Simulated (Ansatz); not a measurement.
Consider the substitution at a C–C bond: `CC1=C[SiH2]1` + H₂S → `SC1=C[SiH2]1` + CH₄.

Computed with Ansatz on PBE0-D4/def2-TZVP structures; ΔE is electronic, products minus reactants. CBS: MP2 limit from def2 TZ/QZ plus the TZ coupled-cluster correction, frozen cores. This one scheme is used for every species. Functionals use def2-TZVPP. B3LYP here is the variant with VWN-RPA as its local correlation; programs differ in this. HSE06 is defined as in plane-wave codes. One conformer a species, not always the lowest.

```csv
level,ΔE (kcal/mol),difference from CCSD(T)/CBS
LDA (SPW92),-3.7,-1.2
revPBE-D4,-5.0,-2.5
r2SCAN-D4,-4.7,-2.2
B97M-V,-4.1,-1.6
PBE0-D4,-3.6,-1.1
B3LYP-D4,-3.9,-1.4
r2SCANh-D4,-4.2,-1.7
r2SCAN0-D4,-3.6,-1.1
HSE06-D4,-3.6,-1.1
BHLYP-D4,-2.8,-0.3
CAM-B3LYP-D4,-2.5,0.0
ωB97X-V,-2.3,0.2
ωB97M-V,-2.4,0.1
PBE,-4.5,-2.0
revPBE,-4.7,-2.2
BLYP,-4.4,-1.9
r2SCAN,-4.6,-2.1
PBE0,-3.3,-0.8
B3LYP,-3.4,-0.9
r2SCANh,-4.2,-1.7
r2SCAN0,-3.5,-1.0
HSE06,-3.4,-0.9
BHLYP,-2.1,0.4
CAM-B3LYP,-2.2,0.3
LC-ωPBE,-2.1,0.4
RPA@PBE/def2-TZVPP,-1.9,0.6
HF/def2-SVP,1.6,4.1
MP2/def2-SVP,-1.8,0.7
CCSD/def2-SVP,-0.1,2.4
CCSD(T)/def2-SVP,-0.7,1.8
HF/def2-TZVPP,-0.4,2.1
MP2/def2-TZVPP,-3.5,-1.0
SCS-MP2/def2-TZVPP,-2.8,-0.3
CCSD/def2-TZVPP,-1.4,1.1
HF/def2-QZVPP,-0.4,2.1
MP2/def2-QZVPP,-3.7,-1.2
SCS-MP2/def2-QZVPP,-3.0,-0.5
HF/CBS(def2),-0.4,2.1
MP2/CBS(def2),-3.9,-1.4
CCSD/CBS(def2),-1.7,0.8
CCSD(T)/CBS,-2.5,0
```

Largest T1 diagnostic among the species: 0.014.

From PBE to PBE0 (25 % exact exchange), in def2-TZVPP and without D4, ΔE moves by +1.2 kcal/mol. In def2-TZVPP, CCSD(T) changes the Hartree–Fock value by −1.7 kcal/mol (the triples alone add −0.8 kcal/mol) and MP2 by −3.1 kcal/mol.
